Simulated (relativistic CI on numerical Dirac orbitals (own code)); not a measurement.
# Sensitivity of the levels of Tl23+ to α and to the nuclear radius

These numbers are calculated, not measured: Dirac-Coulomb-Breit CI, separate exchange-only KLI orbitals for each configuration, derivatives by finite differences, unscaled Slater integrals, QED left out (own radial code, finite nucleus).

Configuration list (outside the closed core [Ar] 3d10 4s2): 4p6.4d10.4f12, 4p6.4d10.4f11.5s, 4p6.4d10.4f10.5s2, 4p6.4d10.4f11.5p, 4p6.4d9.4f13, 4p6.4d10.4f11.5d, 4p6.4d8.4f14, 4p5.4d10.4f13. Levels of other configurations are missing.

With x = (α/α₀)² − 1 an excitation energy changes as ω = ω₀ + qx; K = 2q/ω₀ is the relative enhancement. Terms are leading LS components, so labels can repeat. The field-shift factor is F = δν/δ⟨r²⟩ for the transition from the lowest level.

Lowest level 4p6.4d10.4f12 3H_6.

| Level | ω₀ (cm⁻¹) | q (cm⁻¹) | K | F (GHz/fm²) |
| --- | --- | --- | --- | --- |
| 4p6.4d10.4f12 3F_4 | 10311 | -1569 | -0.304 | 0.0622 |
| 4p6.4d10.4f12 3H_5 | 35480 | 33900 | 1.91 | 2.32 |
| 4p6.4d10.4f12 3F_2 | 39642 | 6451 | 0.325 | 0.901 |
| 4p6.4d10.4f12 3H_4 | 45680 | 35040 | 1.53 | 2.52 |
| 4p6.4d10.4f12 3F_3 | 49219 | 34290 | 1.39 | 2.53 |
| 4p6.4d10.4f12 3P_2 | 79128 | 34280 | 0.866 | 2.97 |
| 4p6.4d10.4f12 3H_4 | 79229 | 68400 | 1.73 | 4.79 |
| 4p6.4d10.4f12 3P_0 | 89158 | 10750 | 0.241 | 1.98 |
| 4p6.4d10.4f12 1I_6 | 93365 | 30290 | 0.649 | 2.97 |
| 4p6.4d10.4f12 3P_1 | 100996 | 34300 | 0.679 | 3.28 |
| 4p6.4d10.4f12 1D_2 | 115050 | 61250 | 1.06 | 4.91 |
| 4p6.4d10.4f12 1S_0 | 192388 | 56320 | 0.586 | 6.29 |
| 4p6.4d10.4f11.5s 5I°_8 | 435114 | -584000 | -2.68 | 1070 |
| 4p6.4d10.4f11.5s 5I°_7 | 448706 | -577900 | -2.58 | 1060 |
| 4p6.4d10.4f11.5s 5F°_5 | 468758 | -585400 | -2.5 | 1070 |
| 4p6.4d10.4f11.5s 5I°_6 | 470994 | -566000 | -2.4 | 1070 |
| 4p6.4d10.4f11.5s 3H°_4 | 475372 | -580400 | -2.44 | 1070 |
| 4p6.4d10.4f11.5s 5I°_7 | 475390 | -551600 | -2.32 | 1070 |
| 4p6.4d10.4f11.5s 5I°_5 | 478094 | -568400 | -2.38 | 1070 |
| 4p6.4d10.4f11.5s 3I°_6 | 481202 | -561400 | -2.33 | 1070 |
| 4p6.4d10.4f11.5s 5S°_2 | 486259 | -581200 | -2.39 | 1070 |
| 4p6.4d10.4f11.5s 3D°_1 | 492120 | -582600 | -2.37 | 1070 |
| 4p6.4d10.4f11.5s 5I°_4 | 497154 | -546100 | -2.2 | 1070 |

At this charge transitions that keep the count of f electrons are usually good to a few per cent. Terms inside the open d or f shell come out 10 to 20 % too wide with unscaled integrals. Levels that differ in their count of f electrons can be misplaced by several ten thousand cm⁻¹, since the correlation energy of f electrons is missing or only estimated; rates across such gaps can be off by orders of magnitude.
